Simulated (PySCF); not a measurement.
These are PBE0-D4/def2-TZVP // PBE0-D4/def2-SVP (PySCF) values and carry that method's errors. All species are isolated molecules in the gas phase. One relaxed conformer stands for a flexible species; it need not be the lowest. Excitations are Tamm–Dancoff values on a coarser integration grid. The basis has no diffuse functions, so Rydberg states are missing or too high.

Reference species: [In(F)3(NH3)] (neutral, multiplicity 1).

```
Item                   Value
-------------------  -------
S1 excitation (TDA)  6.65 eV
T1 excitation (TDA)  6.07 eV
```

Changed species: [In(F)3(H2O)] (adduct with H2O; the reference has adduct with NH3).

What does the change do to the S1 excitation (TDA) and T1 excitation (TDA)?

the S1 excitation (TDA) falls by 0.23 eV, to 6.42 eV; the T1 excitation (TDA) falls by 0.23 eV, to 5.84 eV.
